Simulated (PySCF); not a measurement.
Excitations are Tamm–Dancoff values on a coarser integration grid. The basis has no diffuse functions, so Rydberg states are missing or too high.

## C₃H₇B, SMILES `B=C(C)C` (charge 0, multiplicity 1)

The numbers are results of PBE-D3(BJ)/def2-TZVP (PySCF), not measurements.

```
Property                                                                      Result
-------------------------------------------  ---------------------------------------
HOMO                                                                        -4.88 eV
dipole moment                                                                 0.02 D
HOMO–LUMO gap                                                                2.56 eV
LUMO                                                                        -2.32 eV
S1 excitation (TDA)                                                          2.61 eV
S1 oscillator strength                                                         0.000
brightest of the four lowest singlets (TDA)                                  5.99 eV
T1 excitation (TDA)                                                          2.11 eV
S1–T1 gap (TDA)                                                              0.50 eV
vertical ionisation energy (Delta-SCF)                                       8.05 eV
total energy                                                            -143.1483 Ha
cost                                         about 120 core-seconds (a rough figure)
```

Bond lengths (Å): B1–C2 1.391, B1–H5 1.182, C2–C3 1.513, C2–C4 1.514, C3–H6 1.099, C3–H7 1.104, C3–H8 1.104, C4–H9 1.104, C4–H10 1.104, C4–H11 1.099. Bond angles (°): C2–B1–H5 179.9, B1–C2–C3 122.4, B1–C2–C4 122.2, C3–C2–C4 115.5, C2–C3–H6 113.2, C2–C3–H7 110.4, C2–C3–H8 110.4, H6–C3–H7 107.7, H6–C3–H8 107.7, H7–C3–H8 107.2, C2–C4–H9 110.4, C2–C4–H10 110.4, C2–C4–H11 113.2, H9–C4–H10 107.2, H9–C4–H11 107.7, H10–C4–H11 107.7.
Charge 0, spin multiplicity 1.
